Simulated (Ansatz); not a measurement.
Worked example: AlHF2 + InH(NH2) → AlF2 + InH2(NH2)

Species: AlHF2 `[F][AlH][F]`, singlet; InH(NH2), doublet; AlF2 `[F][Al][F]`, doublet; InH2(NH2), singlet. A radical takes H: the energy is the difference in strength between the Al–H bond broken and the In–H bond made.

Shapes, held fixed at every level: PBE0-D4/def2-TZVP. Flexible molecules stand in one conformer, not always the lowest. Programs: Ansatz 0.2.0. The zero-point and thermal change to 298 K, harmonic and unscaled (PBE0-D4/def2-TZVP), is +0.6 kJ/mol.

At CCSD(T)/def2-TZVPP; 1 Eh = 2625.50 kJ/mol:

```
  species  energy (Eh)
    AlHF2  -442.234167
 InH(NH2)  -245.922614
     AlF2  -441.592681
InH2(NH2)  -246.543445
```

Work out ΔH(298 K) of the reaction at this level.


1. Products less reactants: (-441.592681) + (-246.543445) − [(-442.234167) + (-245.922614)] = 0.020655 Eh = +54.2 kJ/mol.
2. With the thermal change: +54.2 + (+0.6) = +54.8 kJ/mol.

Other levels give +40.4 (SPW92/def2-TZVPP) to +65.8 kJ/mol (CCSD/def2-SVP). No measured value is set beside it here. Open shells run unrestricted. For atoms past krypton def2 sets carry core potentials with scalar relativity. Outer-core shells of In are correlated, in sets that cover them unevenly.
